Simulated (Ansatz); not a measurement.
Two members of one family (Series ZrF3X), computed with Ansatz in the gas phase; def2 core potentials for Zr, no spin–orbit coupling. The two geometries come from different levels. Binding counts from free atoms in the multiplicity of their measured ground term, without zero-point energy. Names give formal oxidation states. A dash marks a value that wasn't run or was left out as unsound. The structures are stationary points that may keep the symmetry of their start. Remarks come from the PBE and PBE0 runs and from stability tests at other levels; not every state was tested. HOMO above LUMO (over both spins in singlets and doublets, within one spin in higher multiplets; at PBE or PBE0), or a gap under 0.15 eV within one spin, warns that the state may not be the lowest or that an electron is smeared out.

First: Zr(OH)F3 (singlet, charge 0, PBE0-D4/def2-SVP geometry).

```csv
atom,x (Å),y (Å),z (Å)
Zr1,-0.0028,-0.4351,0.1791
O2,0.0069,1.3204,-0.5420
H3,0.0138,2.2041,-0.9081
F4,1.7618,-1.1526,0.1475
F5,-1.1516,-1.5480,-0.8553
F6,-0.6282,-0.3889,1.9788
```

```tsv
level	HOMO (eV)	LUMO (eV)	gap (eV)	vertical IE (eV)	binding per atom (eV)
PBE-D4/def2-TZVP	-8.50	-1.56	6.94	12.22	–
B3LYP-D4/def2-TZVP	-10.00	-0.94	9.06	–	5.03
PBE0-D4/def2-TZVP	-10.28	-0.67	9.61	12.71	5.00
BHLYP-D4/def2-TZVP	-11.99	-0.15	11.85	–	4.72
ωB97M-V/def2-TZVP	-12.76	0.42	13.18	–	5.04
```

Metal–donor distances: 1 × O 1.90 Å, 3 × F 1.90 Å. Remarks: gap within one spin near zero at PBE or PBE0 (+1 doublet).

Second: Zr(NH2)F3 (singlet, charge 0, r2SCAN-D4/def2-SVP geometry).

```xyz
7

Zr    0.695   -0.344    0.099
N    -1.085    0.587   -0.120
H    -1.831    0.634    0.573
H    -1.405    1.075   -0.958
F     1.030   -0.505    1.973
F     1.998    0.646   -0.889
F     0.599   -2.093   -0.677
```

Problem. Estimate the same table for the second.

Solution. 
| level | HOMO (eV) | LUMO (eV) | gap (eV) | vertical IE (eV) | binding per atom (eV) |
| --- | --- | --- | --- | --- | --- |
| PBE-D4/def2-TZVP | -6.74 | -2.04 | 4.70 | 10.40 | – |
| B3LYP-D4/def2-TZVP | -7.96 | -1.41 | 6.55 | – | 4.64 |
| PBE0-D4/def2-TZVP | -8.20 | -1.14 | 7.07 | 10.47 | 4.60 |
| BHLYP-D4/def2-TZVP | -9.56 | -0.17 | 9.39 | – | 4.38 |
| ωB97M-V/def2-TZVP | -10.56 | 0.45 | 11.00 | – | 4.63 |

Metal–donor distances: 1 × N 2.02 Å, 3 × F 1.91 to 1.92 Å.
